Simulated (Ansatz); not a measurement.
The lowest singlet and triplet of C4H4 (SMILES C1=CC=C1); geometries from B3LYP-D3(BJ)/def2-TZVP, each state relaxed from the structure named, with no frequency check.
Singlet (charge 0, multiplicity 1):
```csv
atom,x (Å),y (Å),z (Å)
C,1.0215,-0.1397,0.0194
C,0.3074,0.9791,0.1012
C,-1.0215,0.1397,-0.0194
C,-0.3074,-0.9791,-0.1012
H,2.0744,-0.3774,0.0307
H,0.5391,2.0281,0.2065
H,-2.0744,0.3774,-0.0307
H,-0.5391,-2.0281,-0.2065
```
Triplet (charge 0, multiplicity 3):
```xyz
8

C      0.992    -0.222     0.011
C      0.220     0.987     0.099
C     -0.992     0.222    -0.011
C     -0.220    -0.987    -0.099
H      2.044    -0.458     0.022
H      0.454     2.035     0.204
H     -2.044     0.458    -0.022
H     -0.454    -2.035    -0.204
```

```tsv
level	gap E(singlet) − E(triplet), adiabatic (kcal/mol)	cost
R-HF/cc-pVDZ	5.81	-
R-HF/cc-pVTZ	5.22	-
R-SVWN5/def2-TZVPP	-8.72	×0.5
U-SVWN5/def2-TZVPP	-8.72	×0.7
R-PBE/def2-TZVPP	-5.26	×1
U-PBE/def2-TZVPP	-5.26	×1
R-r2SCAN/def2-TZVPP	1.18	×1
U-r2SCAN/def2-TZVPP (spin-contaminated)	-0.39	×5
R-B3LYP/def2-TZVPP	-5.84	×1
U-B3LYP/def2-TZVPP	-5.84	×2
R-PBE0/def2-TZVPP	-2.98	×1
U-PBE0/def2-TZVPP	-3.02	×4
R-BHLYP/def2-TZVPP	-3.17	×1
U-BHLYP/def2-TZVPP (spin-contaminated)	-4.10	×4
R-wB97X-V/def2-TZVPP	-8.43	×2
U-wB97X-V/def2-TZVPP	-8.43	×5
R-wB97M-V/def2-TZVPP	-10.26	×3
U-wB97M-V/def2-TZVPP	-10.26	×6
R-B2PLYP/def2-TZVPP	-7.47	×2
U-B2PLYP/def2-TZVPP (spin-contaminated)	-3.13	×3
R-MP2/cc-pVDZ	-8.23	-
R-MP2/cc-pVTZ	-9.48	-
R-SCS-MP2/cc-pVDZ	-11.20	-
R-SCS-MP2/cc-pVTZ	-12.78	-
R-CCSD/cc-pVDZ	-9.99	-
R-CCSD/cc-pVTZ	-10.46	-
R-CCSD(T)/cc-pVDZ	-11.40	×2
R-CCSD(T)/cc-pVTZ	-12.14	×10
SA-CASSCF(4,4)/cc-pVDZ	-13.92	-
SA-CASSCF(4,4)/cc-pVTZ	-14.75	-
SC-NEVPT2 on SA-CASSCF(4,4)/cc-pVDZ	-9.25	-
SC-NEVPT2 on SA-CASSCF(4,4)/cc-pVTZ	-10.03	-
FIC-NEVPT4(SD) on SA-CASSCF(4,4)/cc-pVDZ	-12.42	-
FIC-NEVPT4(SD) on SA-CASSCF(4,4)/cc-pVTZ	-13.34	-
FIC-MRCISD+Q on SA-CASSCF(4,4)/cc-pVDZ	-12.67	-
FIC-MRCISD+Q on SA-CASSCF(4,4)/cc-pVTZ	-13.58	-
```

The rows run from -14.75 (SA-CASSCF(4,4)/cc-pVTZ) to 5.81 kcal/mol (R-HF/cc-pVDZ). In cc-pVTZ the value moves R-HF 5.22, R-MP2 -9.48, R-CCSD -10.46, R-CCSD(T) -12.14, a shift of -17.36 from R-HF to R-CCSD(T). From cc-pVDZ to cc-pVTZ R-CCSD(T) changes by -0.74. The 9 R-functionals in def2-TZVPP without D3 or D4 span 11.44, from R-wB97M-V to R-r2SCAN.

A positive gap puts the triplet lower; no zero-point energy. R- takes a restricted singlet. U- takes an unrestricted singlet (broken symmetry where lower, unprojected). The triplet is unrestricted in single-reference levels. Active spaces average the two states.

Frozen-core correlation.

Doubts at one or more of the structures used: a restricted determinant that unrestricted orbitals would lower (R-HF/cc-pVDZ, R-HF/cc-pVTZ, R-r2SCAN/def2-TZVPP, R-BHLYP/def2-TZVPP, R-B2PLYP/def2-TZVPP, R-MP2/cc-pVDZ, R-MP2/cc-pVTZ, R-SCS-MP2/cc-pVDZ, R-SCS-MP2/cc-pVTZ, R-CCSD/cc-pVDZ, R-CCSD/cc-pVTZ, R-CCSD(T)/cc-pVDZ, R-CCSD(T)/cc-pVTZ).

Run with Ansatz (a first-principles code) with Gaussian orbitals. Each number belongs to the level named beside it.

Costs are rough ratios of core time to R-PBE/def2-TZVPP (about 9 s over the structures, on one shared machine); a dash marks a level with no comparable run of its own.
